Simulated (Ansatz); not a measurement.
Species: Br2ClSi, SMILES `Cl[Si](Br)Br` (charge 0, multiplicity 2).

Give a relaxed geometry from B3LYP-D3(BJ)/def2-TZVP run with Ansatz (a first-principles code).

the end point of this relaxation (outside a Z-matrix the atoms follow the SMILES, hydrogens last).
Bonded distances (Å): Cl1–Si2 2.061, Si2–Br3 2.235, Si2–Br4 2.235. Angles (°): Cl1–Si2–Br3 109.4, Cl1–Si2–Br4 109.4, Br3–Si2–Br4 110.3.
